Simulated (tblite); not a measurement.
Parent: `[CH3:1][O:2][CH2:3][C@@:4]1([C:5]#[N:6])[O:7][C@H:8]1[F:9]` with C1–O2–C3–C4 179°, O2–C3–C4–C5 66°, C5H6FNO2.

The geometries are computed with GFN2-xTB (gas phase). One conformer each, not checked by frequencies here.

```tsv
coordinate of the parent	value
C1–O2	1.408 Å
O2–C3	1.404 Å
C3–C4	1.520 Å
C4–C5	1.437 Å
C5≡N6	1.142 Å
C4–O7	1.416 Å
O7–C8	1.365 Å
C8–F9	1.346 Å
C4–C8	1.477 Å
C1–O2–C3	113.0°
O2–C3–C4	107.4°
C3–C4–C5	115.1°
C3–C4–O7	117.7°
C3–C4–C8	119.8°
C5–C4–O7	116.6°
C5–C4–C8	118.6°
O7–C4–C8	56.3°
C4–C5–N6	179.4°
C4–O7–C8	64.1°
O7–C8–F9	116.3°
C4–C8–O7	59.6°
C4–C8–F9	118.4°
```

Task: How does the shared frame change in `[CH3:1][O:2][C@@H:3]([F:4])[C@:5]1([C:6]#[N:7])[O:8][C@@H:9]1[F:10]` with C1–O2–C3–F4 68°, O2–C3–C5–C6 -68°, C5H5F2NO2? Atoms pair as C1 = C1, O2 = O2, C3 = C3, C4 = C5, C5 = C6, N6 = N7, O7 = O8, C8 = C9, F9 = F10 (parent first).

Result: 
```tsv
parent	relative	value in the relative	change
C1–O2	C1–O2	1.422 Å	+0.014
O2–C3	O2–C3	1.364 Å	-0.040
C3–C4	C3–C5	1.526 Å	+0.006
C4–C5	C5–C6	1.437 Å	0.000
C5≡N6	C6≡N7	1.141 Å	-0.001
C4–O7	C5–O8	1.413 Å	-0.003
O7–C8	O8–C9	1.362 Å	-0.003
C8–F9	C9–F10	1.346 Å	0.000
C4–C8	C5–C9	1.477 Å	0.000
C1–O2–C3	C1–O2–C3	114.4°	+1.4
O2–C3–C4	O2–C3–C5	108.1°	+0.7
C3–C4–C5	C3–C5–C6	115.3°	+0.2
C3–C4–O7	C3–C5–O8	117.1°	-0.6
C3–C4–C8	C3–C5–C9	118.3°	-1.5
C5–C4–O7	C6–C5–O8	117.8°	+1.2
C5–C4–C8	C6–C5–C9	119.4°	+0.8
O7–C4–C8	O8–C5–C9	56.2°	-0.1
C4–C5–N6	C5–C6–N7	179.3°	-0.1
C4–O7–C8	C5–O8–C9	64.3°	+0.2
O7–C8–F9	O8–C9–F10	116.5°	+0.2
C4–C8–O7	C5–C9–O8	59.5°	-0.1
C4–C8–F9	C5–C9–F10	118.1°	-0.3
```

Of the parent's bonds, O2–C3 changes most (-0.040 Å). Bonds of the relative outside the shared frame: C3–F4 1.382 Å. Point group C1 → C1.

Task: How does the shared frame change in `[CH3:1][O:2][C:3](=[O:4])[C@@:5]1([C:6]#[N:7])[O:8][C@H:9]1[F:10]` with C1–O2–C3–O4 0°, O2–C3–C5–C6 -152°, C5H4FNO3? Atoms pair as C1 = C1, O2 = O2, C3 = C3, C4 = C5, C5 = C6, N6 = N7, O7 = O8, C8 = C9, F9 = F10 (parent first).

Result: 
```json
{"parent": "C1–O2", "relative": "C1–O2", "value in the relative": "1.423 Å", "change": "+0.015"}
{"parent": "O2–C3", "relative": "O2–C3", "value in the relative": "1.317 Å", "change": "-0.087"}
{"parent": "C3–C4", "relative": "C3–C5", "value in the relative": "1.526 Å", "change": "+0.006"}
{"parent": "C4–C5", "relative": "C5–C6", "value in the relative": "1.437 Å", "change": "0.000"}
{"parent": "C5≡N6", "relative": "C6≡N7", "value in the relative": "1.141 Å", "change": "-0.001"}
{"parent": "C4–O7", "relative": "C5–O8", "value in the relative": "1.417 Å", "change": "+0.001"}
{"parent": "O7–C8", "relative": "O8–C9", "value in the relative": "1.356 Å", "change": "-0.009"}
{"parent": "C8–F9", "relative": "C9–F10", "value in the relative": "1.344 Å", "change": "-0.002"}
{"parent": "C4–C8", "relative": "C5–C9", "value in the relative": "1.484 Å", "change": "+0.007"}
{"parent": "C1–O2–C3", "relative": "C1–O2–C3", "value in the relative": "116.3°", "change": "+3.3"}
{"parent": "O2–C3–C4", "relative": "O2–C3–C5", "value in the relative": "110.8°", "change": "+3.4"}
{"parent": "C3–C4–C5", "relative": "C3–C5–C6", "value in the relative": "115.0°", "change": "-0.1"}
{"parent": "C3–C4–O7", "relative": "C3–C5–O8", "value in the relative": "117.9°", "change": "+0.2"}
{"parent": "C3–C4–C8", "relative": "C3–C5–C9", "value in the relative": "119.0°", "change": "-0.8"}
{"parent": "C5–C4–O7", "relative": "C6–C5–O8", "value in the relative": "117.5°", "change": "+0.9"}
{"parent": "C5–C4–C8", "relative": "C6–C5–C9", "value in the relative": "118.9°", "change": "+0.3"}
{"parent": "O7–C4–C8", "relative": "O8–C5–C9", "value in the relative": "55.7°", "change": "-0.6"}
{"parent": "C4–C5–N6", "relative": "C5–C6–N7", "value in the relative": "179.8°", "change": "+0.4"}
{"parent": "C4–O7–C8", "relative": "C5–O8–C9", "value in the relative": "64.7°", "change": "+0.6"}
{"parent": "O7–C8–F9", "relative": "O8–C9–F10", "value in the relative": "117.3°", "change": "+1.0"}
{"parent": "C4–C8–O7", "relative": "C5–C9–O8", "value in the relative": "59.6°", "change": "0.0"}
{"parent": "C4–C8–F9", "relative": "C5–C9–F10", "value in the relative": "118.4°", "change": "0.0"}
```

Of the parent's bonds, O2–C3 changes most (-0.087 Å). Bonds of the relative outside the shared frame: C3=O4 1.199 Å. Point group C1 → C1.

Task: How does the shared frame change in `[N:1]#[C:2][C@@:3]1([CH2:4][OH:5])[O:6][C@H:7]1[F:8]` with C2–C3–C4–O5 -93°, C3–C4–O5–H 171°, C4H4FNO2? Atoms pair as O2 = O5, C3 = C4, C4 = C3, C5 = C2, N6 = N1, O7 = O6, C8 = C7, F9 = F8 (parent first).

Result: 
```tsv
parent	relative	value in the relative	change
O2–C3	O5–C4	1.406 Å	+0.002
C3–C4	C4–C3	1.524 Å	+0.004
C4–C5	C3–C2	1.435 Å	-0.002
C5≡N6	C2≡N1	1.142 Å	0.000
C4–O7	C3–O6	1.416 Å	0.000
O7–C8	O6–C7	1.364 Å	-0.001
C8–F9	C7–F8	1.344 Å	-0.002
C4–C8	C3–C7	1.477 Å	0.000
O2–C3–C4	O5–C4–C3	107.5°	+0.1
C3–C4–C5	C4–C3–C2	115.5°	+0.4
C3–C4–O7	C4–C3–O6	117.0°	-0.7
C3–C4–C8	C4–C3–C7	118.7°	-1.1
C5–C4–O7	C2–C3–O6	117.2°	+0.6
C5–C4–C8	C2–C3–C7	119.3°	+0.7
O7–C4–C8	O6–C3–C7	56.2°	-0.1
C4–C5–N6	C3–C2–N1	178.0°	-1.4
C4–O7–C8	C3–O6–C7	64.1°	0.0
O7–C8–F9	O6–C7–F8	116.6°	+0.3
C4–C8–O7	C3–C7–O6	59.6°	0.0
C4–C8–F9	C3–C7–F8	119.6°	+1.2
```

Of the parent's bonds, C3–C4 changes most (+0.004 Å). Point group C1 → C1.

Task: How does the shared frame change in `[N:1]#[C:2][C@@:3]1([CH2:4][O:5][CH:6]=[O:7])[O:8][C@@H:9]1[F:10]` with C2–C3–C4–O5 42°, C3–C4–O5–C6 -94°, C4–O5–C6–O7 -1°, C5H4FNO3? Atoms pair as C1 = C6, O2 = O5, C3 = C4, C4 = C3, C5 = C2, N6 = N1, O7 = O8, C8 = C9, F9 = F10 (parent first).

Result: 
| parent | relative | value in the relative | change |
| --- | --- | --- | --- |
| C1–O2 | C6–O5 | 1.331 Å | -0.077 |
| O2–C3 | O5–C4 | 1.420 Å | +0.016 |
| C3–C4 | C4–C3 | 1.526 Å | +0.006 |
| C4–C5 | C3–C2 | 1.438 Å | +0.001 |
| C5≡N6 | C2≡N1 | 1.142 Å | 0.000 |
| C4–O7 | C3–O8 | 1.418 Å | +0.002 |
| O7–C8 | O8–C9 | 1.362 Å | -0.003 |
| C8–F9 | C9–F10 | 1.349 Å | +0.003 |
| C4–C8 | C3–C9 | 1.476 Å | -0.001 |
| C1–O2–C3 | C6–O5–C4 | 116.6° | +3.6 |
| O2–C3–C4 | O5–C4–C3 | 111.3° | +3.9 |
| C3–C4–C5 | C4–C3–C2 | 115.8° | +0.7 |
| C3–C4–O7 | C4–C3–O8 | 117.3° | -0.4 |
| C3–C4–C8 | C4–C3–C9 | 119.2° | -0.6 |
| C5–C4–O7 | C2–C3–O8 | 116.3° | -0.3 |
| C5–C4–C8 | C2–C3–C9 | 118.8° | +0.2 |
| O7–C4–C8 | O8–C3–C9 | 56.1° | -0.2 |
| C4–C5–N6 | C3–C2–N1 | 179.7° | +0.3 |
| C4–O7–C8 | C3–O8–C9 | 64.1° | 0.0 |
| O7–C8–F9 | O8–C9–F10 | 116.6° | +0.3 |
| C4–C8–O7 | C3–C9–O8 | 59.8° | +0.2 |
| C4–C8–F9 | C3–C9–F10 | 117.6° | -0.8 |

Of the parent's bonds, C1–O2 changes most (-0.077 Å). Bonds of the relative outside the shared frame: C6=O7 1.192 Å. Point group C1 → C1.

Task: How does the shared frame change in `[CH3:1][O:2][CH2:3][C@@:4]1([C:5]#[N:6])[CH2:7][C@H:8]([F:9])[O:10]1` with C1–O2–C3–C4 -171°, O2–C3–C4–C5 -168°, C6H8FNO2? Atoms pair as C1 = C1, O2 = O2, C3 = C3, C4 = C4, C5 = C5, N6 = N6 (parent first).

Result: 
```csv
parent,relative,value in the relative,change
C1–O2,C1–O2,1.407 Å,-0.001
O2–C3,O2–C3,1.403 Å,-0.001
C3–C4,C3–C4,1.532 Å,+0.012
C4–C5,C4–C5,1.450 Å,+0.013
C5≡N6,C5≡N6,1.142 Å,0.000
C1–O2–C3,C1–O2–C3,112.8°,-0.2
O2–C3–C4,O2–C3–C4,109.1°,+1.7
C3–C4–C5,C3–C4–C5,109.9°,-5.2
C4–C5–N6,C4–C5–N6,178.8°,-0.6
```

Of the parent's bonds, C3–C4 and C4–C5 change most and about equally (+0.012 to +0.013 Å). Bonds of the relative outside the shared frame: C4–C7 1.545, C7–C8 1.527, C8–F9 1.366, C8–O10 1.398, C4–O10 1.443 Å. Point group C1 → C1.
